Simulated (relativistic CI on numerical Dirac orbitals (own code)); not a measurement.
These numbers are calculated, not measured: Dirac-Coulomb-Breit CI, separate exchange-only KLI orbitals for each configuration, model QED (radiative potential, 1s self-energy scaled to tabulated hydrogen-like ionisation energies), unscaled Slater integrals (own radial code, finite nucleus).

The strongest absorption lines from the ground level of an ion, among the configurations computed and to levels below about 522 eV (vacuum wavelength in nm, gf): 2.8119 (0.074), 2.8355 (0.25), 2.8776 (0.054), 2.9308 (1.2), 3.1888 (0.065), 15.639 (0.068), 20.030 (0.054), 23.488 (0.076).

Task: Which ion is it?
A. Ti16+
B. Ar12+
C. Ca14+
D. Ar14+

Result: B. Ar12+ has 6 electrons and the ground level 2s2 2p2 3P_0; the strongest line goes to 2s2 2p 3d 3D°_1. The pattern of lines fixes the number of electrons, and along that sequence the line energies rise steadily with the charge (about as its square where n changes within one kind of shell, about linearly where n is kept but much faster in heavy ions where fine structure, which grows about as Z⁴, sets the gap, and irregularly where shells cross), which fixes Z. Configurations outside the model, such as inner-shell arrays, can give stronger lines. At this charge energies of transitions that change n are usually good to better than 1 %, and those within a shell (Δn = 0) to a few per cent.

LS names give the leading component of a level, which can be under half, so a name can repeat, a term be missing and a line seem to break the LS rules.
